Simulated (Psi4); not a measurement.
C₃H₈F₂GaN, singlet, at a GFN2-xTB geometry (such geometries of metal compounds can be far from the true shape), atoms displaced at random by about 0.03 Å a coordinate; R2SCAN/STO-3G, gradient run with Psi4 1.11.

Psi4 was given this input:
```
memory 2 GB

molecule mol {
0 1
Ga    0.341144    0.124193    0.922675
F    -0.113971   -1.402101    1.688406
F     0.974493    1.318812    1.986346
N    -0.014517    0.727913   -0.827076
C    -0.253718   -0.038487   -1.988862
C    -0.658384   -1.433237   -1.544394
C    -1.311976    0.600633   -2.808497
H     0.556640    1.533737   -1.030629
H     0.732669   -0.173363   -2.603047
H    -0.899893   -2.069431   -2.398494
H     0.165735   -1.945786   -1.036364
H    -1.492656   -1.356929   -0.890041
H    -1.588730    0.055785   -3.705686
H    -2.258628    0.632702   -2.201259
H    -0.997835    1.607071   -3.067403
symmetry c1
no_reorient
no_com
}

set {
  basis sto-3g
  reference rks
}

gradient('r2scan')
print_variables()
```

### Question
Predict the main parts of the log of this Psi4 run.

### Answer

```
gradient() will perform analytic gradient computation.

   => Loading Basis Set <=

    Name: STO-3G
    Role: ORBITAL
    Keyword: BASIS

         ---------------------------------------------------------
                                   SCF
               by Justin Turney, Rob Parrish, Andy Simmonett
                          and Daniel G. A. Smith
                              RKS Reference
         ---------------------------------------------------------

  ==> Geometry <==

    Molecular point group: c1
    Full point group: C1

    Geometry (in Angstrom), charge = 0, multiplicity = 1:

       Center              X                  Y                   Z               Mass
    ------------   -----------------  -----------------  -----------------  -----------------
         GA           0.341144000000     0.124193000000     0.922675000000    68.925573500000
         F           -0.113971000000    -1.402101000000     1.688406000000    18.998403162730
         F            0.974493000000     1.318812000000     1.986346000000    18.998403162730
         N           -0.014517000000     0.727913000000    -0.827076000000    14.003074004430
         C           -0.253718000000    -0.038487000000    -1.988862000000    12.000000000000
         C           -0.658384000000    -1.433237000000    -1.544394000000    12.000000000000
         C           -1.311976000000     0.600633000000    -2.808497000000    12.000000000000
         H            0.556640000000     1.533737000000    -1.030629000000     1.007825032230
         H            0.732669000000    -0.173363000000    -2.603047000000     1.007825032230
         H           -0.899893000000    -2.069431000000    -2.398494000000     1.007825032230
         H            0.165735000000    -1.945786000000    -1.036364000000     1.007825032230
         H           -1.492656000000    -1.356929000000    -0.890041000000     1.007825032230
         H           -1.588730000000     0.055785000000    -3.705686000000     1.007825032230
         H           -2.258628000000     0.632702000000    -2.201259000000     1.007825032230
         H           -0.997835000000     1.607071000000    -3.067403000000     1.007825032230

  Running in c1 symmetry.

  Rotational constants: A =      0.11821  B =      0.03573  C =      0.02872 [cm^-1]
  Rotational constants: A =   3543.89277  B =   1071.10477  C =    860.87801 [MHz]
  Nuclear repulsion =  577.814261568898587

  Charge       = 0
  Multiplicity = 1
  Electrons    = 82
  Nalpha       = 41
  Nbeta        = 41

  ==> Algorithm <==

  SCF Algorithm Type is DF.
  DIIS enabled.
  MOM disabled.
  Fractional occupation disabled.
  Guess Type is SAD.
  Energy threshold   = 1.00e-08
  Density threshold  = 1.00e-08
  Integral threshold = 1.00e-12

  ==> Primary Basis <==

  Basis Set: STO-3G
    Blend: STO-3G
    Number of shells: 34
    Number of basis functions: 56
    Number of Cartesian functions: 57
    Spherical Harmonics?: true
    Max angular momentum: 2

  ==> DFT Potential <==

   => LibXC <=

    Version 7.1.2
    S. Lehtola, C. Steigemann, M. J. T. Oliveira, and M. A. L. Marques,  SoftwareX 7, 1–5 (2018) (10.1016/j.softx.2017.11.002)

   => Composite Functional: R2SCAN <=

    r2SCAN Meta-GGA XC Functional  (0.1021/acs.jpclett.0c02405)
    J. W. Furness, A. D. Kaplan, J. Ning, J. P. Perdew, J. Sun  J. Phys. Chem. Lett.  11, 8208–8215, 2020

    Deriv               =              1
    GGA                 =           TRUE
    Meta                =           TRUE

    Exchange Hybrid     =          FALSE
    MP2 Hybrid          =          FALSE

   => Exchange Functionals <=

    1.0000   XC_MGGA_X_R2SCAN

   => Correlation Functionals <=

    1.0000   XC_MGGA_C_R2SCAN

   => LibXC Density Thresholds  <==

    XC_MGGA_C_R2SCAN:  1.00E-15
    XC_MGGA_X_R2SCAN:  1.00E-11

   => Molecular Quadrature <=

    Radial Scheme          =       TREUTLER
    Pruning Scheme         =           NONE
    Nuclear Scheme         =       TREUTLER

    Blocking Scheme        =         OCTREE
    BS radius alpha        =              1
    Pruning alpha          =              1
    Radial Points          =             75
    Spherical Points       =            302
    Total Points           =         316195
    Total Blocks           =           2397
    Max Points             =            256
    Max Functions          =             52
    Weights Tolerance      =       1.00E-15

   => Loading Basis Set <=

    Name: (STO-3G AUX)
    Role: JKFIT
    Keyword: DF_BASIS_SCF

  ==> Integral Setup <==

  SCF_SUBTYPE=INCORE selected. In-core MEM_DF algorithm will be used.
  Using in-core AOs.

  ==> MemDFJK: Density-Fitted J/K Matrices <==

    J tasked:                   Yes
    K tasked:                    No
    wK tasked:                   No
    Algorithm:                 Core
    Schwarz Cutoff:           1E-12
    Mask sparsity (%):       5.4209
    Fitting Condition:        1E-10

   => Auxiliary Basis Set <=

  Basis Set: (STO-3G AUX)
    Blend: DEF2-UNIVERSAL-JKFIT
    Number of shells: 258
    Number of basis functions: 866
    Number of Cartesian functions: 1077
    Spherical Harmonics?: true
    Max angular momentum: 5

  Minimum eigenvalue in the overlap matrix is 1.9722676413E-01.
  Reciprocal condition number of the overlap matrix is 7.5593635864E-02.
    Using symmetric orthogonalization.

  ==> Pre-Iterations <==

  SCF Guess: Superposition of Atomic Densities via on-the-fly atomic UHF (no occupation information).

   -------------------------
    Irrep   Nso     Nmo
   -------------------------
     A         56      56
   -------------------------
    Total      56      56
   -------------------------

  ==> Iterations <==

                           Total Energy        Delta E     RMS |[F,P]|

   @DF-RKS iter SAD: -2266.86438340378299   -2.26686e+03   0.00000e+00
   @DF-RKS iter   1: -2269.90406477318083   -3.03968e+00   1.53414e-02 DIIS/ADIIS
[...]
  @DF-RKS Final Energy: -2270.75358646381665
    Total Energy =                      -2270.7535864638166458
[...]
 Dipole Z            :         -2.2606245            1.7058936           -0.5547309
 Magnitude           :                                                    0.5713929

 ------------------------------------------------------------------------------------

         ------------------------------------------------------------
                                   SCF GRAD
                          Rob Parrish, Justin Turney,
                       Andy Simmonett, and Alex Sokolov
         ------------------------------------------------------------

  ==> Geometry <==

    Molecular point group: c1
    Full point group: C1

    Geometry (in Angstrom), charge = 0, multiplicity = 1:

       Center              X                  Y                   Z               Mass
    ------------   -----------------  -----------------  -----------------  -----------------
         GA           0.341144000000     0.124193000000     0.922675000000    68.925573500000
         F           -0.113971000000    -1.402101000000     1.688406000000    18.998403162730
         F            0.974493000000     1.318812000000     1.986346000000    18.998403162730
         N           -0.014517000000     0.727913000000    -0.827076000000    14.003074004430
         C           -0.253718000000    -0.038487000000    -1.988862000000    12.000000000000
         C           -0.658384000000    -1.433237000000    -1.544394000000    12.000000000000
         C           -1.311976000000     0.600633000000    -2.808497000000    12.000000000000
         H            0.556640000000     1.533737000000    -1.030629000000     1.007825032230
         H            0.732669000000    -0.173363000000    -2.603047000000     1.007825032230
         H           -0.899893000000    -2.069431000000    -2.398494000000     1.007825032230
         H            0.165735000000    -1.945786000000    -1.036364000000     1.007825032230
         H           -1.492656000000    -1.356929000000    -0.890041000000     1.007825032230
         H           -1.588730000000     0.055785000000    -3.705686000000     1.007825032230
         H           -2.258628000000     0.632702000000    -2.201259000000     1.007825032230
         H           -0.997835000000     1.607071000000    -3.067403000000     1.007825032230

  Nuclear repulsion =  577.814261568898587

  ==> Basis Set <==

  Basis Set: STO-3G
    Blend: STO-3G
    Number of shells: 34
    Number of basis functions: 56
    Number of Cartesian functions: 57
    Spherical Harmonics?: true
    Max angular momentum: 2

  ==> DFJKGrad: Density-Fitted SCF Gradients <==

    Gradient:                    1
    J tasked:                  Yes
    K tasked:                   No
    wK tasked:                  No
    Integrals threads:           1
    Schwarz Cutoff:          1E-12
    Fitting Condition:       1E-10

   => Auxiliary Basis Set <=

  Basis Set: (STO-3G AUX)
    Blend: DEF2-UNIVERSAL-JKFIT
    Number of shells: 258
    Number of basis functions: 866
    Number of Cartesian functions: 1077
    Spherical Harmonics?: true
    Max angular momentum: 5

  ==> DFT Potential <==

   => LibXC <=

    Version 7.1.2
    S. Lehtola, C. Steigemann, M. J. T. Oliveira, and M. A. L. Marques,  SoftwareX 7, 1–5 (2018) (10.1016/j.softx.2017.11.002)

   => Composite Functional: R2SCAN <=

    r2SCAN Meta-GGA XC Functional  (0.1021/acs.jpclett.0c02405)
    J. W. Furness, A. D. Kaplan, J. Ning, J. P. Perdew, J. Sun  J. Phys. Chem. Lett.  11, 8208–8215, 2020

    Deriv               =              1
    GGA                 =           TRUE
    Meta                =           TRUE

    Exchange Hybrid     =          FALSE
    MP2 Hybrid          =          FALSE

   => Exchange Functionals <=

    1.0000   XC_MGGA_X_R2SCAN

   => Correlation Functionals <=

    1.0000   XC_MGGA_C_R2SCAN

   => LibXC Density Thresholds  <==

    XC_MGGA_C_R2SCAN:  1.00E-15
    XC_MGGA_X_R2SCAN:  1.00E-11

   => Molecular Quadrature <=

    Radial Scheme          =       TREUTLER
    Pruning Scheme         =           NONE
    Nuclear Scheme         =       TREUTLER

    Blocking Scheme        =         OCTREE
    BS radius alpha        =              1
    Pruning alpha          =              1
    Radial Points          =             75
    Spherical Points       =            302
    Total Points           =         316195
    Total Blocks           =           2397
    Max Points             =            256
    Max Functions          =             52
    Weights Tolerance      =       1.00E-15

  -Total Gradient:
     Atom            X                  Y                   Z
    ------   -----------------  -----------------  -----------------
       1        0.014025950623    -0.007476034420     0.040337858557
       2       -0.016555452363    -0.058154741193     0.022212668925
       3        0.021212736244     0.036481685156     0.029108647441
       4       -0.021052748966     0.011116436284    -0.160691418201
       5       -0.062574349439     0.057902809079     0.038201790016
       6       -0.016422180278     0.029733366711     0.018996228839
       7        0.057127922502    -0.017308763360     0.007460407220
       8       -0.015654617235    -0.034743640780     0.012234877770
       9        0.029884020496    -0.007603382429    -0.011851140225
      10        0.007701249044     0.000401899601     0.005774036991
      11       -0.001930525190    -0.003331066943    -0.005924880173
      12        0.024888342373     0.002535738803    -0.018344363285
      13       -0.006537053646     0.006670609291     0.011981731825
      14       -0.016784420549    -0.007074556687     0.008111238154
      15        0.003413724287    -0.011535706373     0.005022823033

  Variable Map:
  ----------------------------------------------------------------------------
[...]
  Array Variable Map:
  ----------------------------------------------------------------------------
[...]
[...]
```
